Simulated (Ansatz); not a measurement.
Reaction (ligand exchange at a Ge–F bond): `[F][GeH]([F])[Cl]` + CH₃NH₂ → `C[NH][GeH]([F])[Cl]` + H–F

Isolated molecules relaxed with PBE0-D4/def2-TZVP in Ansatz; ΔE leaves out vibrations. CBS: MP2 limit from def2 TZ/QZ plus the TZ coupled-cluster correction, frozen cores. This one scheme is used for every species. Functionals use def2-TZVPP. For Ge outer-core shells are correlated without core-valence functions, which leaves a few kJ/mol of doubt a bond. Scalar relativity is left out up to krypton. One conformer a species, not always the lowest.

`[F][GeH]([F])[Cl]`:

Z-matrix (Å, degrees):
```
Ge
F 1 1.713
Cl 1 2.109 2 107.8
F 1 1.713 2 105.2 3 -114.9
H 1 1.520 2 110.6 3 125.7
```

CH₃NH₂:

Cartesian coordinates in Å:
```
C -0.443 0.128 -0.332
N 0.695 0.123 0.572
H -0.739 -0.857 -0.723
H -0.225 0.773 -1.186
H -1.309 0.557 0.178
H 1.512 -0.262 0.114
H 0.509 -0.462 1.376
```

`C[NH][GeH]([F])[Cl]`:

```xyz
10

C    -1.161    0.610    0.627
N     0.054    0.733   -0.161
Ge    0.905   -0.748   -0.736
F     2.296   -0.176   -1.583
Cl    1.687   -1.980    0.845
H    -0.990    0.297    1.664
H    -1.828   -0.122    0.164
H    -1.693    1.564    0.638
H     0.682    1.443    0.189
H     0.048   -1.622   -1.647
```

H–F:

Cartesian coordinates in Å:
```
F -0.299 0.253 0.241
H 0.299 -0.253 -0.241
```

(1) Is it downhill or uphill in electronic energy at CCSD(T)/CBS, and by how much? (Best estimate.)

(2) What do these levels give: r2SCAN-D4, r2SCAN, CAM-B3LYP, HF/def2-TZVPP, CCSD(T)/def2-TZVPP, MP2/CBS(def2)? (Best estimate.)

Largest T1 diagnostic among the species: 0.012.

## Answers

(1) Computed: Uphill: ΔE = +33.4 kJ/mol.

(2) Computed: r2SCAN-D4 46.9, r2SCAN 48.7, CAM-B3LYP 52.1, HF/def2-TZVPP 57.7, CCSD(T)/def2-TZVPP 37.5, MP2/CBS(def2) 29.2 kJ/mol.

From BLYP to BHLYP (50 % exact exchange), in def2-TZVPP and without D4, ΔE moves by −4.3 kJ/mol. Leaving LDA and LC-ωPBE aside and taking each functional with its dispersion term where it has one, the values, not all of them listed here, spread over 16.9 kJ/mol, from revPBE-D4 to B97M-V. LDA lies −11.7 kJ/mol from PBE without D4.
